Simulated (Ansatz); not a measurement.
`[OH][Zr]([Cl])([Cl])[Cl]` and `[Cl][Zr]([Cl])([Cl])[I]` differ in one atom or group.

Ansatz, PBE0-D4/def2-TZVP geometries, multiplicity 1. Each molecule was computed in one conformer, which needn't be the lowest.

Elements past krypton have def2 core potentials.  Spin–orbit coupling is left out; it splits and shifts lone-pair levels of the heavy atoms by tenths of an eV.

```csv
property,`[OH][Zr]([Cl])([Cl])[Cl]`
zero-point energy (PBE0-D4/def2-TZVP) / kJ/mol,42.2
"ideal-gas entropy at 298 K and 1 bar (rigid rotor, harmonic PBE0-D4/def2-TZVP) / J/(mol·K)",384
HOMO energy (PBE/def2-TZVPP) / eV,-7.92
size of the dipole moment (B3LYP/def2-TZVPP) / D,2.88
size of the dipole moment (ωB97M-V/def2-TZVPP) / D,2.94
LUMO energy (ωB97M-V/def2-TZVPP) / eV,0.16
```

(1) What does the change do to each property? (Estimate.)

## Answers

(1) Computed: 
```csv
property,`[Cl][Zr]([Cl])([Cl])[I]`,shift
zero-point energy (PBE0-D4/def2-TZVP) / kJ/mol,11.6,-30.6
"ideal-gas entropy at 298 K and 1 bar (rigid rotor, harmonic PBE0-D4/def2-TZVP) / J/(mol·K)",400,16
HOMO energy (PBE/def2-TZVPP) / eV,-7.27,0.65
size of the dipole moment (B3LYP/def2-TZVPP) / D,0.36,-2.52
size of the dipole moment (ωB97M-V/def2-TZVPP) / D,0.16,-2.78
LUMO energy (ωB97M-V/def2-TZVPP) / eV,-0.75,-0.91
```

With PBE0 the HOMO rises by 0.90 eV and the LUMO falls by 0.82 eV, so the gap narrows by about 1.72 eV. PBE moves the HOMO by 0.65 eV and ωB97M-V by 1.04 eV. The zero-point energy changes by -30.6 kJ/mol with -3 modes. Dipoles are sizes alone; their direction can turn.

B3LYP here is the variant with VWN-RPA as its local correlation; programs differ in this.
